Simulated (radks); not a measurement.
Task: Neutral xenon, 54 electrons, occupied as [Xe]. Calculated with a radial shooting solver on a logarithmic mesh with Libxc functionals: Dirac Kohn-Sham, PBE, spin-unpolarised, spherical densities, finite nucleus; Fermi nuclear charge, rms radius 4.7859 fm. Some entries of the table are withheld. Estimate them.

orbital  occ.  eigenvalue (hartree)  <1/r> (bohr^-1)
1s1/2       2             -1262.126              (1)
2s1/2       2             -196.3573            13.59
2p1/2       2                   (2)            13.57
2p3/2       4                   (3)            12.47
3s1/2       2             -40.16379            4.859
3p1/2       2             -35.22759              (4)
3p3/2       4             -32.96171              (5)
3d3/2       4             -24.27542            4.355
3d5/2       6             -23.79656            4.285
4s1/2       2              -7.24795            1.967
4p1/2       2              -5.50050            1.858
4p3/2       4              -5.04877            1.770
4d3/2       4              -2.22299            1.526
4d5/2       6              -2.15006            1.504
5s1/2       2                   (6)           0.7049
5p1/2       2              -0.33390           0.5839
5p3/2       4              -0.28866           0.5516

Result: 
(1) 1s1/2 <1/r> (bohr^-1): 58.11
(2) 2p1/2 eigenvalue (hartree): -184.4833
(3) 2p3/2 eigenvalue (hartree): -172.5534
(4) 3p1/2 <1/r> (bohr^-1): 4.770
(5) 3p3/2 <1/r> (bohr^-1): 4.499
(6) 5s1/2 eigenvalue (hartree): -0.72446
